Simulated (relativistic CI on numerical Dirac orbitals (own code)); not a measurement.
# Crystal-field levels of Pd²⁺, 4d8

Calculated by Dirac-Coulomb-Breit CI, KLI orbitals optimised for each configuration, model QED (radiative potential, 1s self-energy scaled to tabulated hydrogen-like ionisation energies), valence Slater integrals scaled by 0.9, one configuration in a parametric crystal field (own radial code). With so little scaling, terms lie 10 to 35 % too far apart, which can change the order of excited levels.

Field parameters in Wybourne normalisation: Oh B⁴₀ = 21Dq, B⁴₄ = √(5/14) B⁴₀. The field is a parameter set, without covalency.

S is read from ⟨S²⟩ = S(S + 1).

Levels (cm⁻¹, degeneracy): 0 (3), 4003 (2), 4500 (3), 6020 (3), 6293 (1), 6691 (1), 8482 (3), 9591 (2), 10270 (3), 14589 (2), 16278 (3), 19349 (2).

(1) Which field gives this pattern?
A. Oh, 10Dq = 4700 cm⁻¹
B. Oh, 10Dq = 31100 cm⁻¹
C. Oh, 10Dq = 8500 cm⁻¹
D. Oh, 10Dq = 27350 cm⁻¹

## Answers

(1) A. Oh, 10Dq = 4700 cm⁻¹, ground level with S = 1.00.
